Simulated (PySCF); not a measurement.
**Nickel: a sound run and one with changed settings**

Sound run: Ni [Ar] 3d8 4s2, Ni⁺ [Ar] 3d9. All numbers are calculated (PySCF 2.14, no relativity, point nucleus, in 6-31G* (5s4p2d1f, 34 functions)). In the sound run the correlated levels freeze [Ar]. The sound run starts from symmetry-adapted Hartree-Fock orbitals and uses a fine grid where one is needed.

Changed run: basis STO-3G. This setting is unsound on purpose.

```csv
species,method,sound run (hartree),changed run (hartree),converged
Ni,UHF,-1506.61038,-1489.73018,yes
Ni,M06-L,-1507.93901,-1490.80063,yes
Ni,MP2,-1506.77930,-1489.77778,yes
Ni⁺,UHF,-1506.26997,-1488.44114,yes
Ni⁺,M06-L,-1507.63175,-1489.59306,yes
Ni⁺,MP2,-1506.46800,-1488.43990,yes
```

Ionisation energy of Ni:

```tsv
method	sound run (eV)	changed run (eV)
UHF	9.263	35.076
M06-L	8.361	32.860
B3LYP	n/a	35.241
MP2	8.471	36.405
SCS-MP2	8.670	36.656
```

A minimal basis cannot let orbitals breathe on ionisation and holds almost no correlation. A negative ionisation energy or a positive MP2 energy shows that the occupation asked for is not the lowest one in this basis.

For comparison, NIST gives 7.640 eV between the lowest levels.
